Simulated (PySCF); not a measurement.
Fe+: ionisation energy

Fe+ [Ar] 3d6 4s1 (6D) → Fe(2+) [Ar] 3d6 (5D), as a difference of total energies. Calculation: PySCF 2.14, in aug-cc-pVDZ (7s6p4d2f, 59 functions); the non-relativistic Hamiltonian (point nucleus). Correlated levels: valence: [Ar] frozen. The calculations carry no spin-orbit coupling.

```tsv
method	ionisation energy (eV)
UHF	15.146
M06-L	15.690
LDA	16.806
MP2 (valence)	15.685
SCS-MP2 (valence)	15.459
```

**Question.** How much does correlation contribute at MP2 (valence)?

**Answer.** 15.685 − (15.146) = 0.539 eV, measured against UHF.

These non-relativistic numbers lack the scalar-relativistic shift.

The reference lies between the lowest fine-structure levels, while these numbers refer to the centres of the terms.

Errors of the correlated levels include the incompleteness of this basis and the frozen core.

For comparison: 16.199 eV (measured; NIST Atomic Spectra Database, ionization energies).
